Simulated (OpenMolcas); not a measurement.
# How basis sets differ on CuNH4 (Cu(NH3)H)

CuNH4 has 6 atoms, charge 0, and is taken as a singlet. SMILES: `[H][Cu]<-[NH3]`. Geometry: a GFN2-xTB relaxation, a rough one for these elements and not checked as a minimum.

Quantity: the dipole moment, in D. The values are calculated.

```json
{"level": "HF/ANO-RCC-MB (DKH2)", "kind": "Hartree–Fock", "program": "OpenMolcas", "value (D)": "6.92"}
{"level": "HF/STO-3G", "kind": "Hartree–Fock", "program": "OpenMolcas", "value (D)": "4.78"}
{"level": "HF/3-21G", "kind": "Hartree–Fock", "program": "OpenMolcas", "value (D)": "7.42"}
{"level": "HF/def2-SVP", "kind": "Hartree–Fock", "program": "OpenMolcas", "value (D)": "7.26"}
```

The values span 4.78 to 7.42 D. Sets without polarisation functions give poor dipoles.
